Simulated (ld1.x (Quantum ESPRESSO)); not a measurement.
Transferability test, PAW potential for nitrogen (N)

```
Element                 : N
Generator               : ld1.x (Quantum ESPRESSO) 7.5
Type                    : PAW
Functional              : PW91
Relativity              : non-relativistic
Frozen core             : [He]
Valence charge          : 5
Reference configuration : 2s2 2p3
Partial waves           : 2s (bound): rcut 0.65, rcutus 0.90 bohr; 2s channel at -0.6 Ry: rcut 0.65, rcutus 0.90 bohr; 2p (bound): rcut 1.05, rcutus 1.40 bohr; 2p channel at 1.35 Ry: rcut 1.05, rcutus 1.40 bohr; 3d channel at 0.4 Ry: rcut 0.95, rcutus 1.25 bohr; 3d channel at 2.1 Ry: rcut 0.95, rcutus 1.25 bohr
Local potential         : all-electron potential smoothed inside 1.20 bohr (lloc = -1)
Core correction         : a·sin(br)/r model core, default radius (ld1.x builds one for every PAW set, though the input has nlcc=.false.)
Augmentation charge     : PSQ, inside the norm-conserving radii
```

Energies are relative to the spin-unpolarised reference configuration 2s2 2p3; without spin polarisation the order of configurations can differ from experiment.

Question: Give the all-electron excitation energy and the error of the potential for: 2s2 2p2; 2s2 2p1; 2s2 2p0; 2s2 2p2.5; 2s0 2p5; 2s1 2p0; 2s1 2p3.

Answer:

```csv
valence configuration,charge,ΔE all-electron (eV),error AE − PS (meV)
2s2 2p2,+1,13.678,+0.1
2s2 2p1,+2,42.637,+0.4
2s2 2p0,+3,89.829,+2.1
2s2 2p2.5,+0.5,5.134,0.0
2s0 2p5,0,22.932,-1.4
2s1 2p0,+4,167.678,-21
2s1 2p3,+1,25.396,-0.5
```

Levels in the configuration 2s1 2p3:

```csv
level,all-electron (eV),pseudo (eV)
2s,-32.600,-32.601
2p,-20.875,-20.876
```
